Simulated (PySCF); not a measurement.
Species: C6H11O (doublet state).
Z-matrix (Å and degrees, GFN2-xTB geometry), rows numbered from 1:
```
C 
C   1  1.4732
O   2  1.4080  1  114.51
C   3  1.4155  2  113.10  1   -69.20
C   4  1.5046  3  109.46  2   179.18
C   5  1.3228  4  121.67  3   125.54
C   5  1.4958  4  114.90  3   -54.94
H   1  1.0714  2  119.89  3   164.24
H   1  1.0721  2  120.01  3   -24.59
H   2  1.1053  1  110.75  3   117.22
H   2  1.1065  1  110.26  3  -125.10
H   4  1.1014  3  109.81  2   -59.44
H   4  1.1033  3  109.52  2    58.79
H   6  1.0769  5  122.09  4    -0.71
H   6  1.0767  5  121.60  4   178.78
H   7  1.0898  5  110.06  4   -63.75
H   7  1.0862  5  111.12  4   175.38
H   7  1.0880  5  109.25  4    54.45
```

The hyperfine couplings belong to this conformer and change with its torsions.

The species is `O(C[CH2])CC(=C)C` [radical].

Method used: PySCF, UKS B3LYP, pcH-1 on C H O, non-relativistic, mean-field spin-orbit, GIAO. Geometry: GFN2-xTB, one conformer, isolated molecule. The geometry wasn't refined by DFT: couplings that depend on bond lengths, twists or pyramidal angles can differ widely from those at the functional's own minimum. No stability test was run, so a lower SCF solution isn't excluded.

**Question.** Give the principal g shifts and their parts.

**Answer.** 
```tsv
Δg (ppm)	1	2	3
relativistic mass correction	-134	-134	-134
gauge correction	6	36	17
orbital Zeeman/spin–orbit	46	534	796
total	-83	435	679
```

So g = 2.00224, 2.00275, 2.00300 and g_iso = 2.00266; the tensor is rhombic: the two nearest values differ by 32 % of g3 − g1. Axes: g2 points within 4° of the C1–C2 bond.

**Question.** What are the electron Larmor frequencies g μB B/h along the three axes at 330 mT?

**Answer.** 9.2479, 9.2502, 9.2514 GHz for g1, g2 and g3, a range of 3.5 MHz.

**Question.** Average each term over the three axes. Which is largest in size?

**Answer.** The orbital-Zeeman/spin–orbit term 459, the mass correction -134 and the gauge correction 19 ppm, for a total of 344 ppm. The orbital-Zeeman/spin–orbit term is the largest in size. The mass correction is the same along every axis, so the anisotropy comes from the other two: their spans along these axes are 30 (gauge) and 750 ppm (orbital Zeeman/spin–orbit).

**Question.** What effective moment and Curie constant follow for a powder?

**Answer.** With the mean of g² = 4.0107 and S(S+1) = 0.75: μ_eff = √(⟨g²⟩S(S+1)) = 1.734 μB and χT = 0.12505·⟨g²⟩·S(S+1) = 0.376 cm³ K/mol (cgs; spin-Hamiltonian part alone).

**Question.** In a frozen sample, at which fields do the three g values resonate at 9.5, 34, 94 and 263 GHz (hyperfine left aside), and which band first spreads them over more than twice a line width of 1.0 mT?

**Answer.** 
```tsv
band	GHz	B(g3) mT	B(g2) mT	B(g1) mT	spread mT
X	9.5	338.87	338.91	339.00	0.13
Q	34.0	1212.79	1212.94	1213.25	0.46
W	94.0	3353.02	3353.43	3354.29	1.27
J	263.0	9381.31	9382.46	9384.88	3.57
```

The spread grows in proportion to the frequency. J band is the first where it exceeds 2.0 mT.

Largest spin populations (Mulliken): C1 (+1.07), C2 (-0.08) and H10 (+0.06). No atom but C1 exceeds +0.15. The positive populations add up to 1.18 and the negative ones to -0.18, together 2S = 1. The angles at C1 add up to 359.4°, so it is planar; its axial dipolar tensor and the negative couplings of its protons fit spin in a p orbital normal to that plane.

The HOMO–LUMO gaps are 6.18 eV among the α and 5.15 eV among the β orbitals.
